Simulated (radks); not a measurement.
Values are calculated unless marked as measured or tabulated.
Initial-state core-level shifts of the tin ion Sn2+ when its valence configuration changes from [Kr] 4d10 5s2. Code: a radial shooting solver on a logarithmic mesh with Libxc functionals. Model: scalar-relativistic Kohn-Sham, BLYP, spin-polarised, spherical densities, finite nucleus; open shells are filled with parallel spins first (spin-orbit coupling, left out, can overturn this in heavy ions); Fermi nuclear charge, rms radius 4.6519 fm. Shifts are changes of the shell-averaged eigenvalues in eV (positive: less bound); the change of the density at the nucleus, which sets a Mossbauer isomer shift, is in e/bohr^3, on a base of 1.967e+05.

valence                1s       3p       3d       4p  density at nucleus
4d8 5s2 5p2       -16.827  -17.045  -17.179  -14.191              +38.49
4d9 5s2 5p1        -8.347   -8.462   -8.522   -7.160              +18.76
4d10 5s1 5p1       -1.377   -1.374   -1.372   -1.368              -45.18
4d7 5s2 5p3       -25.463  -25.767  -25.988  -21.111              +59.09
4d10 5s1.5 5p0.5   -0.721   -0.718   -0.716   -0.713              -22.20
4d9.5 5s2 5p0.5    -4.159   -4.218   -4.246   -3.598               +9.25
4d6 5s2 5p4       -34.592  -34.936  -35.258  -28.227              +80.73
4d10 5p2           -2.822   -2.813   -2.808   -2.792              -92.26
4d8.5 5s2 5p1.5   -12.569  -12.737  -12.832  -10.690              +28.51
